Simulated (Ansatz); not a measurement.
`[SH][GaH2]` + HBr → `[GaH2][Br]` + H₂S at 500 K and 1 bar (ligand exchange at a Ga–S bond).

Calculated with Ansatz (gas phase, PBE0-D4/def2-TZVP geometries, no zero-point term in ΔE). CBS: MP2 limit from def2 TZ/QZ plus the TZ coupled-cluster correction, frozen cores. This one scheme is used for every species. For Br, Ga outer-core shells are correlated without core-valence functions, which leaves a few kJ/mol of doubt a bond. Scalar relativity is left out up to krypton.

| species | CCSD(T)/CBS energy (Eh) | H − E (kJ/mol) | S (J/(mol·K)) |
| --- | --- | --- | --- |
| `[SH][GaH2]` | -2323.53734 | 87.2 | 313.7 |
| HBr | -2573.91920 | 30.5 | 213.7 |
| `[GaH2][Br]` | -4498.49736 | 60.9 | 306.0 |
| H₂S | -398.97279 | 57.0 | 224.0 |

H − E and S are ideal-gas, rigid-rotor, harmonic terms from PBE0-D4/def2-TZVP. 1 Eh = 2625.50 kJ/mol, R = 8.31446 J/(mol·K).

Q: By hand: ΔE, ΔH, ΔS and ΔG.

A: ΔE = (-4498.49736) + (-398.97279) − (-2323.53734) − (-2573.91920) = -0.01361 Eh = -35.7 kJ/mol. Δ(H − E) = 60.9 + 57.0 − 87.2 − 30.5 = 0.2, so ΔH = -35.5 kJ/mol. ΔS = 306.0 + 224.0 − 313.7 − 213.7 = 2.6 J/(mol·K). ΔG = -35.5 − 500 × (2.6)/1000 = -36.8 kJ/mol.

Q: By hand: the equilibrium constant, and the temperature at which ΔG would vanish if ΔH and ΔS stayed fixed.

A: log₁₀ K = −ΔG/(RT ln 10) = 3.8. ΔH and −TΔS have one sign here, so there is no such temperature. One of them is within its doubt of zero, so this could turn.

The number of gas molecules stays the same, so ΔS is small and ΔH decides. A doubt of 5 kJ/mol in ΔE shifts log₁₀ K by 0.5 here. These are equilibria of isolated gas molecules and say nothing of rates. Largest T1 diagnostic: 0.013 (customary marks: 0.02 for closed shells, 0.045 for open ones).
